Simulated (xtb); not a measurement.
xtb input:

```bash
xtb mol.xyz --gfn 2 --ohess tight --chrg 1 --uhf 0
```
mol.xyz:
```
20

C     -1.74558640    -0.62353781     0.25173147
C     -1.44364726     0.82235103    -0.03203809
C      0.00856187     1.21603835     0.28713056
C      1.01431326     0.29240914    -0.39405881
C      0.72512499    -1.13217888    -0.04862348
C     -0.70352792    -1.55005130    -0.39089239
S      2.73034221     0.80547769     0.03050964
H     -1.66711251    -0.74174503     1.32769742
H     -2.70953390    -0.88202219    -0.00817817
H     -1.67934400     0.99780643    -1.14755193
H     -2.10817746     1.49665140     0.49949298
H      0.13311553     2.26225834    -0.00115882
H      0.12090883     1.23508104     1.37388395
H      0.89274885     0.46965328    -1.52111628
H      1.37786684    -1.80241096    -0.59821162
H      0.91061199    -1.29740065     1.02682285
H     -0.84433244    -1.53908906    -1.45582960
H     -0.87760824    -2.59463900    -0.05824638
H      2.55856990     0.57195084     1.40112619
H      3.28742974     1.90845925    -0.42769802
```

**Question.** What final total energy does it print?

**Answer.** -22.28629 Eh (GFN2-xTB).

It need not be the lowest isomer of its formula.
